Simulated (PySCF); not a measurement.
A structure optimised at B3LYP-D3(BJ)/def2-SVP, used in a PySCF frequency run:

```xyz
7

C     -0.3584    -1.6119     0.0000
C      0.5044    -0.5856     0.0000
C      0.0919     0.7861     0.0000
N     -0.2255     1.9030     0.0000
H     -1.4394    -1.4519     0.0000
H      0.0045    -2.6422     0.0000
H      1.5857    -0.7581     0.0000
```
Charge 0, spin multiplicity 1.

Q: Write its SMILES, formula and point group.

A: C=CC#N, C₃H₃N, Cs

Q: What are its rotational constants (standard atomic weights)?

A: 50.401, 4.9169, 4.4798 GHz
